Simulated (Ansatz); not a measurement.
`S=[CH][SbH2]` + `C=N` → `C=[N][SbH2]` + `C=S` at 298.15 K and 1 bar (ligand exchange at the Sb–C bond).

Gas-phase electronic energies from Ansatz, PBE0-D4/def2-TZVP geometries. CBS: MP2 limit from def2 TZ/QZ plus the TZ coupled-cluster correction, frozen cores. This one scheme is used for every species. def2 core potentials past Kr. For Sb outer-core shells are correlated without core-valence functions, which leaves a few kJ/mol of doubt a bond.

| species | CCSD(T)/CBS energy (Eh) | H − E (kJ/mol) | S (J/(mol·K)) |
| --- | --- | --- | --- |
| `S=[CH][SbH2]` | -677.58851 | 92.3 | 315.9 |
| `C=N` | -94.52360 | 115.3 | 227.0 |
| `C=[N][SbH2]` | -335.12055 | 128.8 | 300.1 |
| `C=S` | -436.98974 | 75.3 | 230.7 |

H − E and S are ideal-gas, rigid-rotor, harmonic terms from PBE0-D4/def2-TZVP, for one conformer and one mirror image of each species. 1 Eh = 2625.50 kJ/mol, R = 8.31446 J/(mol·K).

By hand: ΔE, ΔH, ΔS and ΔG.

ΔE = (-335.12055) + (-436.98974) − (-677.58851) − (-94.52360) = 0.00182 Eh = 4.8 kJ/mol. Δ(H − E) = 128.8 + 75.3 − 92.3 − 115.3 = -3.5, so ΔH = 1.3 kJ/mol. ΔS = 300.1 + 230.7 − 315.9 − 227.0 = -12.1 J/(mol·K). ΔG = 1.3 − 298.15 × (-12.1)/1000 = 4.9 kJ/mol.

By hand: the equilibrium constant, and the temperature at which ΔG would vanish if ΔH and ΔS stayed fixed.

log₁₀ K = −ΔG/(RT ln 10) = -0.9. ΔH and −TΔS have one sign here, so there is no such temperature.

TΔS isn't small against ΔH here. The sign of ΔG lies within the doubt. A doubt of 5 kJ/mol in ΔE shifts log₁₀ K by 0.9 here. Other conformers and mirror images would add mixing entropy, several J/(mol·K) or more a flexible species. These are equilibria of isolated gas molecules and say nothing of rates. Largest T1 diagnostic: 0.017 (customary marks: 0.02 for closed shells, 0.045 for open ones).

ΔS is within the doubt of such terms, so its sign, and with it that verdict, could turn.
